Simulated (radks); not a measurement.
Values are calculated unless marked as measured or tabulated.
Spherical quantum dot in the effective-mass picture: electrons in a parabolic well V = omega^2 r^2 / 2 with omega = 3.75, all in effective atomic units (hartree* = m*/eps^2 hartree, bohr* = eps/m* bohr), one dielectric constant everywhere. Level of theory: non-relativistic Kohn-Sham, exchange-only LDA, spin-polarised, spherical densities (a radial shooting solver with Libxc functionals). Levels are named by radial order and angular momentum (1s, 1p, 1d, 2s, ...), and open shells are averaged over m. Results are scaled to m* = 0.107 and eps = 15.4, for which hartree* = 12.28 meV and bohr* = 7.616 nm.

N = 7, configuration 1s2 1p(up 3, down 2). This is the lowest configuration that the search found. Occupied and some empty levels:

level,occupation,eigenvalue (meV),<r> (nm)
1s up,1,161.97,5.017
1s down,1,163.06,5.014
1p up,3,198.25,6.493
1p down,2,199.37,6.501
1d up,0,236.68,7.630
1d down,0,237.70,7.643
2s up,0,240.26,6.994
2s down,0,241.05,7.003
1f up,0,276.69,8.590
1f down,0,277.59,8.605

Energy (meV): total 1001.72, kinetic 295.19, external 432.30, Hartree 338.10, exchange-correlation -63.873.
